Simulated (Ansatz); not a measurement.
A structure relaxed at r2SCAN-D4/def2-SVP in Ansatz, charge 1, doublet:

```xyz
4

La    0.118    0.877   -1.995
La   -0.453   -2.075   -0.166
La    1.897    0.278    1.042
La   -1.562    0.919    1.118
```

**Question.** Give its formula.

**Answer.** La4⁺.

**Question.** Summarise the bond lengths by kind (pairs closer than 1.2 times the sum of covalent radii, bridged metal pairs left out).

**Answer.** 6 × La–La 3.44 to 3.57 Å.

In the def2 sets La takes a core potential; there is no spin–orbit coupling. The charge 1 doublet is spin-contaminated (final ⟨S²⟩ up to 3.75, 0.75 for a pure state). The relaxation made no stability test and no search for a lower SCF solution. No other spin state of charge 1 was run. Another isomer (doublet) lies 0.03 eV lower at PBE0-D4/def2-TZVP; other spin states weren't run for this one.
